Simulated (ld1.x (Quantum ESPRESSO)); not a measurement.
Values are calculated unless marked as measured or tabulated.
# Potentials for aluminium (Al) compared

Generated with ld1.x 7.5 (TM, RRKJ, ultrasoft, PAW), atompaw 4.2 or ONCVPSP 4.0.1. The cutoff is in Ry: for ld1.x and atompaw files where the sum of valence levels is converged to 10 mRy in a Bessel basis, for ONCV files where the hardest occupied wave has 1 mHa per electron of residual kinetic energy. The error is the largest all-electron minus pseudo excitation energy over each file’s own four to seven test configurations (ionisations up to +4, promotions, holes and added fractions of an electron), all of which were solved. The labels leave out finer settings (local radius, basis sizes, second energies), which also bear on the numbers. Spin-polarised tests are not counted. The rows are a selection from randomly drawn settings: files with unsolved tests, undetermined cutoffs or missed reference levels are left out.

| potential | cutoff (Ry) | largest error (meV) | bound ghosts |
| --- | --- | --- | --- |
| ultrasoft, PBE, non-relativistic, rc 1.70/2.10/1.75 (spd), local smoothed, core correction no, reference 3s2 3p0.5 | 10 | +42 | none |
| PAW, PBEsol, scalar-relativistic, rc 2.35/2.95/2.75 (spd), local smoothed, core correction yes, reference 3s1.5 3p1.5 | 6 | -16 | none |
| PAW, PBE, scalar-relativistic, rc 2.35/3.15/2.78 (spd), local smoothed, core correction yes, reference 3s2 3p1 | 6 | -18 | none |
| ultrasoft, LDA (PZ), scalar-relativistic, rc 2.15/2.30/2.25 (spd), local smoothed, core correction yes, reference 3s1 3p0 | 6 | +9.3 | none |
| TM, PBE, scalar-relativistic, rc 2.10/2.80 (sp), local s, core correction no, reference 3s1.5 3p1.5 | 10 | +8.7 | none |

Problem. Fill in the row for Al: TM, PBE, scalar-relativistic, rc 1.40/1.60/1.60 (spd), local s, core correction no, reference 3s2 3p0.75.

Solution. cutoff 35 Ry, largest error +76 meV, bound ghosts: none.

Problem. Fill in the row for Al: ultrasoft, PBE, fully relativistic, rc 2.15/1.65/1.90 (spd), local smoothed, core correction no, reference 3s2 3p0.

Solution. cutoff 6 Ry, largest error +515 meV, bound ghosts: none.
